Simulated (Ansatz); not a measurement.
Ideal-gas functions of ClH5N2Si, SMILES `N[SiH](N)Cl` at 298.15 K and 1 bar, from an Ansatz frequency run at PBE0-D4/def2-TZVP.

Molar mass 96.59 g/mol, point group C1 (symmetry number 1), electronic degeneracy 1, moments of inertia 78.093, 154.857, 209.649 u Å². Harmonic wavenumbers (cm⁻¹, unscaled): 209, 218, 267, 308, 334, 399, 440, 514, 748, 780, 836, 891, 906, 965, 1570, 1576, 2238, 3604, 3619, 3702, 3721.

Use S(trans) = R[1.5 ln M + 2.5 ln T − 1.1517]; rotational temperatures θ = 24.2544 K / I; S(rot) = R[ln(√π/σ · √(T³/θAθBθC)) + 1.5]; for each mode x = 1.438777 ν̃/T, S = R[x/(eˣ − 1) − ln(1 − e⁻ˣ)] and H = RT x/(eˣ − 1); 1 cm⁻¹ = 0.0119627 kJ/mol; R = 8.31446 J/(mol·K).

Question: By hand: the entropy, in J/(mol·K).

Answer: Translation 165.9. Rotation: θ = 0.3106, 0.1566, 0.1157 K, giving 109.8. Vibration, mode by mode: 8.59, 8.27, 6.76, 5.74, 5.19, 4.04, 3.46, 2.61, 1.06, 0.94, 0.75, 0.61, 0.57, 0.45, 0.04, 0.04, 0.00, 0.00, 0.00, 0.00, 0.00, in all 49.1. Electronic 0.0. Sum 324.8 J/(mol·K).

Question: By hand: H − E and G − E in kJ/mol, counted from the electronic energy.

Answer: Zero-point energy ½ × 27845 × 0.0119627 = 166.6; thermal vibration 9.3; translation, rotation and pV give 4 RT = 9.9. H − E = 185.8 kJ/mol, and G − E = 185.8 − 298.15 × 324.8/1000 = 89.0 kJ/mol.

Vibration gives 15 % of the entropy. The sum counts one conformer and one mirror image; others add a mixing term.
